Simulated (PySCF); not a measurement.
Computed shifts of a molecule ClH₆NOSi₂, HF/pcSseg-1 (PySCF), GIAO, gas phase, atoms alike by connectivity averaged where their shifts nearly agree, in ppm (number of nuclei): ²⁹Si: -26.6 (1), -37.3 (1). ¹⁵N: 28.0 (1). ¹H: 5.10 (2), 4.62 (1), 4.49 (1), 1.72 (2). References: ²⁹Si against TMS (σ = 393.8 ppm); ³⁵Cl against HCl (σ = 958.2 ppm); ¹⁷O against H2O (σ = 333.0 ppm); ¹⁵N against NH3 (σ = 267.3 ppm); ¹H against TMS (σ = 31.99 ppm), references at their B3LYP-D3(BJ)/def2-TZVP geometries, non-relativistic (without spin–orbit terms, shifts of atoms bonded to Cl or Br come out too high). The structure is a stationary point at B3LYP-D3(BJ)/def2-SVP. Other conformers were not sampled.

**Question.** Which molecule gave these data?
A. N[Si@@H](O)[SiH2]Cl
B. N[SiH2]O[SiH2]Cl
C. N[Si@](O)([SiH3])Cl
D. O[Si@H](Cl)N[SiH3]

**Answer.** B, N[SiH2]O[SiH2]Cl
